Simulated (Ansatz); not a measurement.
Ansatz (a program for electronic structure) input (X2C-CCSD(T)/cc-pVTZ-DK):

Ansatz 0.2 input:
```yaml
crystal:
  periodic: [false, false, false]
  atoms:
    - {symbol: Si, position_ang: [0.02215711, -0.33186367, -0.14374863]}
    - {symbol: O, position_ang: [1.57238867, -0.27774281, -0.21881858]}
    - {symbol: F, position_ang: [-0.64318888, -0.11153209, 1.35865699]}
    - {symbol: F, position_ang: [-0.78895656, 0.87464696, -0.94054261]}
basis:
  gaussian:
    orbitals: cc-pVTZ-DK
total_charge: -1
magnetization: {spin_polarized: true, initial_magnetization: 1}
correlation: {method: ccsd_t, electrons: outside_noble_gas}
```

End of the output:

```
second order -23.15390231 eV of doubles, -0.00000000 eV of singles
coupled cluster: 0.98 GiB planned
cycle   1  -23.00706928 eV  change    -2.6e0 eV  update   2.9e-2
cycle   2  -23.07162334 eV  change   -6.5e-2 eV  update   7.1e-3
cycle   3  -23.07248630 eV  change   -8.6e-4 eV  update   4.3e-3
cycle   4  -23.07316409 eV  change   -6.8e-4 eV  update   1.7e-3
cycle   5  -23.07358459 eV  change   -4.2e-4 eV  update   9.1e-4
cycle   6  -23.07415137 eV  change   -5.7e-4 eV  update   4.1e-4
cycle   7  -23.07432135 eV  change   -1.7e-4 eV  update   2.2e-4
cycle   8  -23.07430200 eV  change    1.9e-5 eV  update   9.2e-5
cycle   9  -23.07424198 eV  change    6.0e-5 eV  update   4.0e-5
cycle  10  -23.07423560 eV  change    6.4e-6 eV  update   1.6e-5
perturbative correction -0.78965194 eV, -0.0290191735 hartree
Total energy: -15365.01412381 eV, -564.6538542695 hartree
Relativity: scalar
```
